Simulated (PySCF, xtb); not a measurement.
Au(Cl)(CO) (CAuClO), SMILES [O+]#[C-]->[Au][Cl], multiplicity 1.

GFN2-xTB run with xtb at its own geometry gives an orbital gap of 1.90 eV and a dipole moment of 5.46 D.

Coordinates come from a B3LYP-D3(BJ)/def2-SVP optimisation. The multiplicity is an assumed one; other spin states were not compared. The isomer is the one that the SMILES or the coordinates give; other isomers of the formula were not compared. The def2 effective core potentials stand for the cores of Au; spin–orbit coupling is left out.

Task: What does HF/def2-TZVPD (PySCF) give? (The exact figures need the calculation; the answer reports its results.)

Result: gap 11.92 eV (levels -11.04 and 0.87 eV), dipole 5.25 D.
